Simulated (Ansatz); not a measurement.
Molecule: CH$_{2}$F$_{3}$Ge, charge 0, multiplicity 2. It need not be the lowest isomer of its formula. 
Geometry from a B3LYP-D3(BJ)/def2-TZVP (Ansatz, a program for electronic structure) optimisation:
```xyz
7

C      1.9110     0.1322     0.1955
Ge     0.0285     0.0018     0.0024
F     -0.7185     1.5336    -0.2406
F     -0.4801    -0.9598    -1.3336
F     -0.7233    -0.7054     1.3800
H      2.4699     0.8894    -0.3360
H      2.4484    -0.5553     0.8333
```
Charge 0, spin multiplicity 2.

Quantity: atomisation energy (electronic, to ground-state atoms), in kcal/mol. Cores are frozen in the correlated levels unless marked. UHF or UKS for open shells. Spin-orbit coupling is left out. Frozen are the shells of the preceding noble gas and the d and f shells that filled before the atom's block. No relativistic terms. The coupled-cluster limit lacks core correlation, which all-electron functionals hold. CBS marks a two-point X^-3 extrapolation of the correlation energy; Hartree-Fock from the larger set.

| level | program | atomisation energy (kcal/mol) |
|---|---|---|
| B3LYP-D4/def2-TZVPD | Ansatz + dftd4 | [?] |
| PBE0-D4/def2-TZVP | Ansatz + dftd4 | 612.5 |
| PBE0/def2-QZVPP | Ansatz | 611.7 |
| r2SCANh-D4/def2-TZVPD | Ansatz + dftd4 | [?] |
| wB97M-V/def2-TZVPD | Ansatz | [?] |
| SCS-MP2/cc-pVTZ | Ansatz | 615.1 |
| CCSD/6-31G* | Ansatz | 566.4 |
| CCSD(T)/CBS(cc-pVTZ,cc-pVQZ) | Ansatz | 626.2 |

Complete the blanks.


- B3LYP-D4/def2-TZVPD, atomisation energy (kcal/mol): 610.5
- r2SCANh-D4/def2-TZVPD, atomisation energy (kcal/mol): 616.5
- wB97M-V/def2-TZVPD, atomisation energy (kcal/mol): 613.6
